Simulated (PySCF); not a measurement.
Method: PySCF with PBE-D3(BJ)/def2-TZVP // PBE0-D4/def2-SVP. Gas-phase values, no solvent. Delta-SCF ions had no search for a lower state. Excitations are Tamm–Dancoff values on a coarser integration grid. The basis has no diffuse functions, so Rydberg states are missing or too high.

Reference species (SMILES): `[SiH3]c1cc(Cl)c2ccccc2c1` (neutral, multiplicity 1).

The T1 excitation (TDA) is 2.82 eV, the HOMO comes out as -5.66 eV and the vertical ionisation energy (Delta-SCF) is 7.89 eV. The HOMO–LUMO gap comes out as 3.23 eV.

Changed species: `[SiH3]c1cc2ccccc2cc1Cl`.

**Question.** Predict the effect on the T1 excitation (TDA), HOMO, vertical ionisation energy (Delta-SCF) and HOMO–LUMO gap.

**Answer.** the T1 excitation (TDA) goes up by 0.05 eV, to 2.87 eV; the HOMO decreases by 0.04 eV, to -5.70 eV; the vertical ionisation energy (Delta-SCF) increases by 0.04 eV, to 7.93 eV; the HOMO–LUMO gap rises by 0.05 eV, to 3.28 eV.
